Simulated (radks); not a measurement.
The nuclear charge of the oxygen ion O2+ is varied continuously with 6 electrons held in [He] 2s2 2p2. Method: non-relativistic Kohn-Sham, BLYP, spin-polarised, spherical densities, point nucleus; open shells are filled with parallel spins first; computed with a radial shooting solver on a logarithmic mesh with Libxc functionals. By the Hellmann-Feynman theorem dE/dZ = E(electron-nucleus)/Z, the electronic potential at the nucleus.

| Z | E (hartree) | E(electron-nucleus)/Z (hartree) | HOMO | e(HOMO) (eV) | <r> HOMO (bohr) |
|---|---|---|---|---|---|
| 7 | -54.05169 | -17.7151 | 2p | -21.920 | 1.249 |
| 7.5 | -63.28532 | -19.2192 | 2p | -32.601 | 1.101 |
| 8 | -73.27068 | -20.7221 | 2p | -45.031 | 0.9864 |
| 8.5 | -84.00732 | -22.2243 | 2p | -59.196 | 0.8941 |
| 9 | -95.49494 | -23.7261 | 2p | -75.087 | 0.8181 |

The central difference of E at Z = 8 is -20.722 hartree, to compare with the third column; the second derivative is -3.01 hartree.
